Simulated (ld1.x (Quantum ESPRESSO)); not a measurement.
# thallium (Tl): one change to a TM semilocal potential, before and after

thallium, norm-conserving Troullier–Martins (semilocal form), made with ld1.x (Quantum ESPRESSO) 7.5 (LDA (PZ), scalar-relativistic). Core [Xe] 4f14, reference 5d10 6s2 6p1. Waves: 6s (bound): rc 1.70 bohr; 5d (bound): rc 1.15 bohr; 6p (bound): rc 3.00 bohr. Local part: the p channel. Core correction: a·sin(br)/r model core, default radius (core density twice the valence density).

All-electron outer shells of the reference configuration (LDA (PZ), scalar-relativistic, ld1.x):

```json
{"shell": "4f", "level (eV)": "-114.41", "outermost node (bohr)": "–", "outermost maximum (bohr)": "0.36"}
{"shell": "5p", "level (eV)": "-76.26", "outermost node (bohr)": "0.50", "outermost maximum (bohr)": "0.90"}
{"shell": "5d", "level (eV)": "-15.62", "outermost node (bohr)": "0.53", "outermost maximum (bohr)": "1.11"}
{"shell": "6s", "level (eV)": "-9.83", "outermost node (bohr)": "1.04", "outermost maximum (bohr)": "2.08"}
{"shell": "6p", "level (eV)": "-2.58", "outermost node (bohr)": "1.23", "outermost maximum (bohr)": "2.91"}
```

Change: core correction none.

Cutoffs: the cutoffs (Ry, on a coarse ladder) from which the occupation-weighted sum of valence levels, in a spherical-Bessel basis at the reference potential, stays within 10 and 1 mRy of its value at 400 Ry; they do not see the model core or the augmentation charge, which bear on the density cutoff. Errors are all-electron minus pseudo energies relative to the spin-unpolarised reference configuration.

How do hardness, ghosts and transferability respond?

The potential gets neither clearly harder nor softer (70 Ry and 100 Ry → 70 Ry and 100 Ry); of the 9 tests that both files solve, the error grows in 2 and shrinks in 6 by more than 15 % and 0.3 meV (median size 19.7 → 3.8 meV); neither file shows a bound ghost. The default core radius of the base comes out at 0.93 bohr. A semilocal file is local in each channel, so a ghost entry of none says nothing of the separable form that plane-wave codes build from it.

| quantity | base | changed |
| --- | --- | --- |
| cutoff, loose | 70 Ry | 70 Ry |
| cutoff, tight | 100 Ry | 100 Ry |
| bound ghosts | none | none |
| error for 5d10 6s2 6p0, meV [ΔE 5.41 eV] | -4.6 | -3.8 |
| error for 5d10 6s1 6p0, meV [ΔE 26.61 eV] | -20 | -5.5 |
| error for 5d10 6s0 6p0, meV [ΔE 57.21 eV] | -58 | +3.0 |
| error for 5d9 6s2 6p2, meV [ΔE 14.63 eV] | -61 | -38 |
| error for 5d10 6s0 6p3, meV [ΔE 15.40 eV] | +2.1 | +14 |
| error for 5d9 6s2 6p1, meV [ΔE 21.40 eV] | -28 | -6.8 |
| error for 5d10 6s2 6p1.3, meV [ΔE -0.55 eV] | +0.2 | +0.3 |
| error for 5d10 6s2 6p1 (spin-polarised), meV [ΔE -0.11 eV] | +0.1 | +0.7 |
| error for 5d10 6s1 6p0 (spin-polarised), meV [ΔE 26.42 eV] | -21 | +1.9 |
| s: phases at 3.24 bohr within 0.05 rad from the reference energy up to (Ry; the scan ends near 5) | 1.1 | 1.1 |
| p: phases at 3.24 bohr within 0.05 rad from the reference energy up to (Ry; the scan ends near 5) | 2.0 | 2.0 |
| d: phases at 3.24 bohr within 0.05 rad from the reference energy up to (Ry; the scan ends near 5) | to the end of the scan | to the end of the scan |
